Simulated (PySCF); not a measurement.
Job file and geometry (Å, from GFN2-xTB) of an NMR shielding run on SMILES C=C[Si@@H]1[SiH2][SiH2][SiH2]S1, C₂H₁₀SSi₄, GIAO PBE0/pcSseg-1 NMR shielding, non-relativistic, gas phase (PySCF 2.14.0, density-fitted response routines); density fitting, a coarse starting grid and PySCF grid level 2 are the driver's defaults:

```
$ OMP_NUM_THREADS=1 python probes_run.py task.json out

{"job": {"kind": "nmr", "xc": "PBE0", "basis": "pcSseg-1"}, "charge": 0, "multiplicity": 1}
C      3.171915    -0.731975     0.940148
C      2.489793     0.324097     0.527254
Si     0.644490     0.543718     0.817460
Si    -0.667797    -1.350793     0.455090
Si    -2.332119    -0.637525    -1.019456
Si    -1.966897     1.648045    -1.255698
S      0.069381     2.055601    -0.650624
H      4.230669    -0.847462     0.765174
H      2.696431    -1.535219     1.481467
H      3.008195     1.101905    -0.020138
H      0.457363     1.216166     2.109905
H     -1.192696    -1.845594     1.734771
H      0.154399    -2.457617    -0.051695
H     -3.699701    -0.870659    -0.539211
H     -2.278996    -1.316301    -2.320380
H     -1.991046     2.229688    -2.591541
H     -2.800380     2.485955    -0.392438
```

Problem. What does the program print?

Solution. 
```
coarse grid: 16496 points
cycle   1  E = -1637.5444070727  dE =  4.043e-01  |g| = 3.886e-01  |ddm| = 3.852e+00
cycle   2  E = -1637.5246657553  dE =  1.974e-02  |g| = 4.646e-01  |ddm| = 1.145e+00
cycle   3  E = -1637.5882691968  dE = -6.360e-02  |g| = 4.847e-02  |ddm| = 7.252e-01
cycle   4  E = -1637.5886400596  dE = -3.709e-04  |g| = 3.240e-02  |ddm| = 8.946e-02
cycle   5  E = -1637.5889103805  dE = -2.703e-04  |g| = 7.862e-03  |ddm| = 3.314e-02
cycle   6  E = -1637.5889254572  dE = -1.508e-05  |g| = 2.462e-03  |ddm| = 1.085e-02
cycle   7  E = -1637.5889272676  dE = -1.810e-06  |g| = 3.706e-04  |ddm| = 3.624e-03
final grid: 135592 points
cycle   8  E = -1637.6288938110  dE = -1.918e-05  |g| = 6.539e-03  |ddm| = 2.424e-02
cycle   9  E = -1637.6288889056  dE =  4.905e-06  |g| = 7.529e-03  |ddm| = 1.675e-02
cycle  10  E = -1637.6289045248  dE = -1.562e-05  |g| = 4.678e-04  |ddm| = 1.018e-02
cycle  11  E = -1637.6289045807  dE = -5.591e-08  |g| = 1.821e-04  |ddm| = 1.032e-03
cycle  12  E = -1637.6289045895  dE = -8.774e-09  |g| = 4.580e-05  |ddm| = 2.267e-04
cycle  13  E = -1637.6289045899  dE = -4.356e-10  |g| = 2.412e-05  |ddm| = 7.988e-05
converged SCF energy = -1637.6289045899

GIAO shielding tensors (ppm)
atom      isotropic    diamagn.    paramagn.     s11        s22        s33       span
  0 C       43.694     253.581    -209.887    -79.984     47.263    163.802    243.786
  1 C       41.865     262.504    -220.639    -73.833     38.166    161.262    235.095
  2 Si     356.920     881.218    -524.299    277.738    369.128    423.892    146.154
  3 Si     464.364     882.243    -417.880    438.364    462.086    492.640     54.276
  4 Si     464.068     881.067    -416.999    425.016    471.869    495.319     70.302
  5 Si     388.925     879.661    -490.736    317.221    388.829    460.725    143.504
  6 S      770.983    1061.038    -290.055    670.576    737.258    905.116    234.539
  7 H       25.206      27.557      -2.351     22.100     24.372     29.145      7.045
  8 H       25.744      32.104      -6.360     21.552     24.764     30.916      9.364
  9 H       24.946      30.842      -5.895     21.866     23.560     29.413      7.547
 10 H       26.141      29.774      -3.633     21.943     24.236     32.244     10.301
 11 H       28.124      30.170      -2.046     24.060     25.467     34.846     10.787
 12 H       28.296      30.908      -2.612     24.023     26.123     34.742     10.718
 13 H       28.156      29.080      -0.924     23.914     25.319     35.233     11.319
 14 H       28.146      29.405      -1.259     24.102     25.225     35.109     11.007
 15 H       26.561      28.668      -2.107     21.966     24.586     33.131     11.165
 16 H       26.818      28.722      -1.904     21.811     24.657     33.987     12.177
```

Problem. Turn these shieldings into chemical shifts. Referencing at the same level of theory: 13C (σref 186.93), 29Si (σref 349.16), 1H (σref 31.72) against TMS; 33S (σref 503.73) vs CS2.

Solution. Averaging equivalent atoms: C 1: 145.1; C 0: 143.2; Si 2: -7.8; Si 5: -39.8; Si 4: -114.9; Si 3: -115.2; S 6: -267; H 9: 6.77; H 7: 6.51; H 8: 5.97; H 10: 5.58; H 15: 5.16; H 16: 4.90; H 11: 3.59; H 14: 3.57; H 13: 3.56; H 12: 3.42 ppm. 

Size and cost of the density-fitted run: 204 basis functions, 46 s wall time on 1 thread of an Arm Neoverse V1, shared host; peak memory 0.92 GiB.
